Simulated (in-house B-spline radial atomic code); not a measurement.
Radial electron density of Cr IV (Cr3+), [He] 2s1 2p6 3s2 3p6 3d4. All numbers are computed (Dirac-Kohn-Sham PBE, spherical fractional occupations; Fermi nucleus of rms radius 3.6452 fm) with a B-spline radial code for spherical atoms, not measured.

Columns: r (bohr), 4πr²n(r) (electrons per bohr), bar.

```
 0.00243   0.6525 #
  0.0029   0.9035 #
 0.00347    1.252 ##
 0.00414    1.716 ###
 0.00495    2.347 ####
 0.00591    3.177 #####
 0.00707    4.277 #######
 0.00845    5.688 #########
  0.0101    7.469 ############
  0.0121    9.689 ###############
  0.0144    12.23 ###################
  0.0172     15.2 #######################
  0.0206    18.46 ############################
  0.0246    21.69 #################################
  0.0294    24.64 ######################################
  0.0351    26.88 #########################################
   0.042    28.07 ###########################################
  0.0502    27.94 ###########################################
  0.0599    26.64 #########################################
  0.0716    24.66 ######################################
  0.0856    22.92 ###################################
   0.102    22.39 ##################################
   0.122    23.55 ####################################
   0.146    26.02 ########################################
   0.175    28.33 ############################################
   0.209    28.56 ############################################
   0.249    25.72 ########################################
   0.298    20.23 ###############################
   0.356    14.49 ######################
   0.425    11.09 #################
   0.508    11.07 #################
   0.607    13.12 ####################
   0.726    14.57 ######################
   0.867     13.6 #####################
    1.04    10.35 ################
    1.24    6.545 ##########
    1.48    3.432 #####
    1.77    1.498 ##
    2.11   0.5659 #
    2.53   0.1751 
    3.02  0.04552 
    3.61 0.008883
```

On this grid the curve has 3 maxima, near 0.042, 0.209, 0.726 bohr.

The 2s1/2 radial function P(r) = rR(r), positive near the nucleus, with its small component Q(r) (sign convention: Q ≈ (P' + κP/r)/2c):

```tsv
r (bohr)	P	Q
0.000833	0.06111	-0.005415
0.00119	0.08606	-0.007648
0.0017	0.1208	-0.01077
0.00243	0.1686	-0.01509
0.00347	0.2334	-0.02101
0.00495	0.3192	-0.02898
0.00707	0.4299	-0.03951
0.0101	0.5655	-0.05294
0.0144	0.7169	-0.06904
0.0206	0.8626	-0.08699
0.0294	0.9507	-0.1037
0.042	0.9	-0.1144
0.0599	0.6088	-0.1121
0.102	-0.3998	-0.07227
0.146	-1.285	-0.0255
0.209	-1.891	0.01797
0.298	-1.825	0.03716
0.425	-1.159	0.02921
0.607	-0.4431	0.01208
0.867	-0.08749	0.002455
1.24	-0.007029	0.0001981
```
